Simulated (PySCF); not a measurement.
One molecule, a ladder of functionals, a line

Molecule: `C#C[Si@@H](O)S[SiH3]`, C₂H₆OSSi₂.

Geometry:
| atom | x (Å) | y (Å) | z (Å) |
| --- | --- | --- | --- |
| C1 | 1.165 | -1.260 | 1.266 |
| C2 | 1.148 | -0.475 | 0.335 |
| Si3 | 1.060 | 0.711 | -1.062 |
| O4 | 2.168 | 0.368 | -2.239 |
| S5 | -0.913 | 0.594 | -1.901 |
| Si6 | -2.091 | 0.164 | -0.149 |
| H7 | 1.186 | -1.953 | 2.089 |
| H8 | 1.386 | 2.074 | -0.586 |
| H9 | 2.101 | -0.494 | -2.662 |
| H10 | -1.685 | 1.033 | 0.994 |
| H11 | -3.492 | 0.478 | -0.549 |
| H12 | -1.994 | -1.269 | 0.249 |

GIAO shieldings (ppm, equivalent atoms averaged) in PySCF on the PBE0-D3(BJ)/def2-SVP geometry, basis pcSseg-1, gas phase, non-relativistic:

```tsv
functional	exact exchange (%)	σ(C2)	σ(Si3)	σ(Si6)	σ(O4)
BLYP	0	91.2	355.3	381.2	262.2
BP86	0	94.8	362.6	390.1	264.2
PBE	0	94.7	363.0	392.1	264.3
B3LYP	20	93.9	367.7	392.9	271.2
PBE0	25	98.1	378.6	406.2	275.2
mPW1PW91	25	97.8	377.9	404.0	275.1
HF	100	107.1	424.1	444.2	294.1
```

(1) Fit each shielding as a line in the percentage of exact exchange.

(2) What does the line predict for BHandHLYP (50 %), and what does the run give?

Results:

(1) σ(C2) = 93.5 + 0.14 x (rms 1.5 ppm); σ(Si3) = 360.0 + 0.64 x (rms 3.3 ppm); σ(Si6) = 387.7 + 0.57 x (rms 4.3 ppm); σ(O4) = 264.9 + 0.31 x (rms 1.8 ppm). The functionals also differ in their semilocal parts, which the line can't hold; Hartree–Fock has no correlation at all.

(2) σ(C2): 100.5 predicted, 98.1 computed; σ(Si3): 392.0 predicted, 387.4 computed; σ(Si6): 416.2 predicted, 411.1 computed; σ(O4): 280.4 predicted, 281.4 computed ppm.
